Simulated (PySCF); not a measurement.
These are PBE-D3(BJ)/def2-TZVP // PBE0-D3(BJ)/def2-TZVP (PySCF 2.14.0) values and carry that method's errors. All species are isolated molecules in the gas phase. Excitations are Tamm–Dancoff values on a coarser integration grid. The basis has no diffuse functions, so Rydberg states are missing or too high.

Reference species (SMILES): `C=[SiH2]` (neutral, multiplicity 1).

```json
{
  "brightest of the four lowest singlets (TDA)": "5.63 eV",
  "LUMO": "-2.07 eV",
  "HOMO–LUMO gap": "3.60 eV"
}
```

Changed species: `[SiH](Cl)=C` (X = chloro; the reference has X = H).

Task: What does the change do to the brightest of the four lowest singlets (TDA), LUMO and HOMO–LUMO gap?

Result: the brightest of the four lowest singlets (TDA) drops by 0.11 eV, to 5.52 eV; the LUMO increases by 0.14 eV, to -1.93 eV; the HOMO–LUMO gap rises by 0.13 eV, to 3.73 eV.
